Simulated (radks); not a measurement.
The numbers below are computed, except where a source is named.
Charge is removed step by step from the 4s down level of neutral promethium, starting from [Ar] 3d10 4s(up 1, down 1) 4p6 4d10 4f5 5s2 5p6 6s2. Level of theory: scalar-relativistic Kohn-Sham, r2SCAN, spin-polarised, spherical densities, finite nucleus; open shells are filled with parallel spins first (spin-orbit coupling, left out, can overturn this in heavy ions); meta-GGA in the generalised Kohn-Sham scheme; Fermi nuclear charge, rms radius 4.962 fm (a radial shooting solver on a logarithmic mesh with Libxc functionals).

| removed (e) | E - E(0) (eV) | eigenvalue (eV) | E minus straight line (eV) |
|---|---|---|---|
| 0 | 0.000 | -320.48 | 0.000 |
| 0.25 | 80.519 | -324.31 | -1.574 |
| 0.5 | 162.04 | -328.49 | -2.144 |
| 0.75 | 244.64 | -332.91 | -1.638 |
| 1 | 328.37 | -337.53 | 0.000 |

Removing the whole electron costs 328.37 eV by Delta-SCF, against 320.48 eV from minus the eigenvalue at the starting occupation. Slater's transition state (half an electron removed) gives 328.49 eV. Integrating minus the eigenvalue over the occupation (Janak's theorem) gives 328.66 eV. In this scalar-relativistic scheme the density is built from large components alone, so the theorem holds only approximately. The mean slope of the eigenvalue, de/dn, is 17.1 eV per electron.
